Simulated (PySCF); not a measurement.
**Broadened absorption spectrum of GaCl2(vinyl)**

Species: GaCl2(vinyl), C2H3Cl2Ga.
Cartesian coordinates in Å at the PBE0-D3(BJ)/def2-SVP level; atoms count from 1:
```xyz
8
C2H3Cl2Ga angstrom
Ga     0.970    0.973   -0.232
Cl     3.017    1.339   -0.738
Cl    -0.211    2.734    0.080
C      0.158   -0.765   -0.040
C     -1.144   -0.869    0.253
H      0.764   -1.669   -0.167
H     -1.780    0.013    0.389
H     -1.635   -1.842    0.371
```

Level of theory: TDDFT wB97X-D/def2-SVPD, vertical, gas phase, core orbitals frozen in the response in PySCF 2.14.0, density-fitted response routines. Relativistic effects, spin–orbit coupling among them, are left out although an element past zinc is present.

Computed states:

```tsv
state	E (eV)	f
S1	5.77	0.0009
S2	6.32	0.0091
S3	6.34	0.201
S4	6.74	0.021
S5	6.89	0.0017
S6	6.94	0.0002
S7	7.02	0.090
S8	7.08	0.234
S9	7.10	0.0001
S10	7.42	0.023
S11	7.77	0.105
S12	7.78	0.0000
S13	7.95	0.096
S14	7.99	0.029
S15	8.43	0.036
```

Broadening: Gaussians 0.4 eV wide at half height, area fixed by f = 4.319×10⁻⁹ ∫ε dν̃. The width is an assumption, not a result. The curve ends short of the highest state used, and states not computed would add to its high-energy end.

Question: What does the envelope look like, and where are its maxima?

Answer: 
(E (eV), ε (L mol⁻¹ cm⁻¹)): (5.17, 0), (5.24, 0), (5.32, 2), (5.40, 6), (5.47, 13), (5.55, 27), (5.62, 43), (5.70, 67), (5.78, 120), (5.85, 268), (5.93, 788), (6.01, 2123), (6.08, 4327), (6.16, 7988), (6.23, 11411), (6.31, 13967), (6.39, 13785), (6.46, 11542), (6.54, 8118), (6.61, 5833), (6.69, 5164), (6.77, 7035), (6.84, 10665), (6.92, 16111), (6.99, 20285), (7.07, 22060), (7.15, 19664), (7.22, 15211), (7.30, 9816), (7.37, 6382), (7.45, 4558), (7.53, 4765), (7.60, 6237), (7.68, 8806), (7.76, 11421), (7.83, 12922)

Maxima: 195 nm (6.34 eV), ε about 14000, made up of S3 (95%); 176 nm (7.06 eV), ε about 22000, made up of S7 (27%) and S8 (71%) (ε in L mol⁻¹ cm⁻¹; maxima over ε = 5, shares over 10%). At its high-energy end, 7.83 eV, the curve is still rising (ε about 13000, from S11 and S13).

Question: What would ε be at 7.06 eV, the highest of these maxima, with half the width (0.2 eV)?

Answer: About 41800 L mol⁻¹ cm⁻¹ against 22100, a factor of about 1.9; a lone state at its own centre would give exactly 2.

Question: On this curve, what absorbance would a 10⁻³ mol/L sample give at 193 nm over a 1 cm path?

Answer: 193 nm is 6.424 eV, where ε is about 13000 L mol⁻¹ cm⁻¹, so A = ε c l ≈ 13 (Beer–Lambert, with the gas-phase spectrum and the assumed width).

Hardware: an Intel Xeon at 2.50 GHz with one thread, no GPU, shared host with 64 logical CPUs at a one-minute load of 59. Cost: 79 s wall, 57 s CPU (with the writing of density and orbital grids), 0.67 GiB resident at most.

One conformer stands for the species.
